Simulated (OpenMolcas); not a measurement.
# Levels of Si I by method

| Quantity | Value |
| --- | --- |
| Program | OpenMolcas 26.06 |
| Basis | ANO-R2 [5s4p3d1f] |
| Scalar Hamiltonian | X2C, finite nucleus |
| Active space | 4 electrons in 8 orbitals (3s 3p 4s 4p) |
| State averaging | 2S+1 = 3 even, 3 roots; 2S+1 = 1 even, 6 roots; 2S+1 = 5 odd, 1 root; 2S+1 = 3 odd, 8 roots |
| Spin-orbit coupling | state interaction with AMFI integrals over the reference wave functions, term energies averaged over their components |

Methods on the same reference wave functions:
A. CASSCF
B. SS-CASPT2, IPEA 0.25 Eh, imaginary shift 0.1 Eh (closed shells correlated: 2s 2p)

Energies in cm-1 above 3s2 3p2 3P0, the measured ground level; measured values from NIST Handbook of Basic Atomic Spectroscopic Data.

| Level | A | B | Measured |
| --- | --- | --- | --- |
| 3s2 3p2 3P0 | 0.0 | 0.0 | 0.0 |
| 3s2 3p2 3P1 | 62.2 | 62.1 | 77.1 |
| 3s2 3p2 3P2 | 182 | 181 | 223 |
| 3s2 3p2 1D2 | 8500 | 6760 | 6299 |
| 3s2 3p2 1S0 | 14772 | 15520 | 15394 |
| 3s 3p3 5S* 2 | 24699 | 30360 | 33326 |
| 3s 3p3 3D* 1 | 54008 | 47250 |  |
| 3s 3p3 3D* 2 | 54025 | 47270 |  |
| 3s 3p3 3D* 3 | 54054 | 47300 | 45322 |
| 3s 3p3 3P* 0 | 61824 | 58190 |  |
| 3s 3p3 3P* 1 | 61839 | 58200 |  |
| 3s 3p3 3P* 2 | 61867 | 58230 |  |

Deviations, from unrounded energies. A percentage is the sum of absolute deviations over the sum of measured energies, with the sign that they share, or ± where signs differ.

```csv
Against measurement,Levels,A,B
mean absolute deviation (cm-1),6,3400,930
fine structure of the ground term (%),2,-18.7,-18.9
other terms of the ground configuration (%),2,±13.0,+2.7
other configurations (%),2,±22.1,±6.3
```

B lies closest to measurement on these levels. The largest miss of B in the table is 3s 3p3 5S* 2, by -3000 cm-1. The ranking rests on the paired levels alone, and a cruder setting can come out closer through cancelling errors.

From A to B the spin-free energies of the other terms of 3s2 3p2 shown, above 3P, scale by factors of 0.79 to 1.05.

The lowest spin-free term lies below A's lowest term by 0.265 hartree in B.

CASPT2 breaks the degeneracy within a term, and the mean is taken; among the terms shown or strongly mixed into the levels shown the widest spread is 270 cm-1 (3s 3p3 3D*, B). Over all roots computed the reference weight is 0.87 to 0.97 in B; the roots of lowest weight are the least certain, and an intruder state may touch them. Active for correlation alone: 4p 4s; no level in the range computed is led by a configuration that fills them, so any true level of that kind is missing. Terms of s pⁿ other than that of highest spin mix with s² pⁿ⁻² d, which this space lacks; all of them can be thousands of cm-1 off, and some have no real level of that name. Without dynamic correlation excited terms often stand tens of per cent too high (terms of higher spin than the ground term too low), and those without a measured partner can miss by more than the paired ones (holds for A). Computed and measured levels are paired by configuration, term and J; levels that our copy of the source lacks, or whose pairing is in doubt (as where it misses far off the trend of its configuration), stay unpaired and out of the deviations. Levels of configurations outside the active space are missing.

* marks odd parity.
